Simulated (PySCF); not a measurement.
**Static response to an electric field**

Compound: C₃H₁₀AsB.
SMILES with atom numbers: `[BH2:1][AsH:2][CH:3]([CH3:4])[CH3:5]` (hydrogens: H6, H7 on B1; H8 on As2; H9 on C3; H10, H11, H12 on C4; H13, H14, H15 on C5)

Cartesian coordinates in Å at the PBE0-D3(BJ)/def2-SVP level; atoms count from 1:
```xyz
15
C3H10AsB angstrom
B      2.5021    0.2630   -0.5038
As     1.1058   -0.1377    0.8199
C     -0.5923   -0.3897   -0.1879
C     -1.6210   -1.0631    0.7073
C     -1.0647    0.9615   -0.7024
H      3.6405   -0.0704   -0.2784
H      2.2572    0.9855   -1.4409
H      1.4384   -1.5685    1.1971
H     -0.3689   -1.0459   -1.0432
H     -1.2815   -2.0501    1.0573
H     -2.5673   -1.2114    0.1606
H     -1.8410   -0.4486    1.5953
H     -1.2877    1.6493    0.1292
H     -0.3143    1.4438   -1.3473
H     -1.9870    0.8443   -1.2953
```

Level: PBE0/def2-SVPD (PySCF), static field, nuclei fixed, core orbitals frozen in the response. The polarisability tensor in these axes (au):

```
x   107.50   3.18  -5.49
y     3.18  76.65  -7.83
z    -5.49  -7.83  82.16
```

Q: Give the principal values, the mean and the anisotropy Δα = √{½[(α1 − α2)² + (α2 − α3)² + (α1 − α3)²]}.

A: Principal values 71.10, 85.86 and 109.35 au; mean 88.77 au = 13.15 Å³ = 14.64 × 10⁻⁴⁰ C²·m²/J; Δα = 33.41 au (38 % of the mean).

Q: What is the dipole moment, and where does it point?

A: (-1.30, -0.60, -0.55) D, 1.53 D in size, pointing from the negative to the positive side. Measured along this direction, the outermost atoms are H6 at the negative end and H11 at the positive end.

Q: Estimate the molar refractivity from the static electronic polarisability.

A: Lorentz–Lorenz: R = (4π/3)N_A α = 2.5225 cm³/(mol·Å³) × 13.15 Å³ = 33.2 cm³/mol, in the limit of long wavelengths.

Q: Find the Langevin capture rate constant for H3+ (3.023 u) meeting this molecule (132.009 u), k = 2.342 × 10⁻⁹ cm³/s × √(α in Å³ / reduced mass in u).

A: The reduced mass is 2.96 u, so k = 4.94 × 10⁻⁹ cm³/s. The formula leaves out the permanent dipole, which adds to the capture rate.

Q: In a dilute gas of rigid molecules at 500 K, how does the orientational term μ²/3kT compare with the electronic polarisability?

A: In Gaussian units μ²/3kT = 11.32 Å³ against 13.15 Å³, a ratio of 0.86; the Debye molar polarisation (4π/3)N_A(α + μ²/3kT) is 61.7 cm³/mol, leaving out the vibrational part.

Geometry: PBE0-D3(BJ)/def2-SVP, one conformer, isolated molecule. The calculation is non-relativistic, for arsenic too.

The run behind these numbers computed excited states and ΔSCF ions as well. Hardware: one thread of an Arm Neoverse V1, no GPU, shared host with 32 logical CPUs at a one-minute load of 22. Cost: 83 s (with the writing of density and orbital grids), 0.94 GiB resident at most.
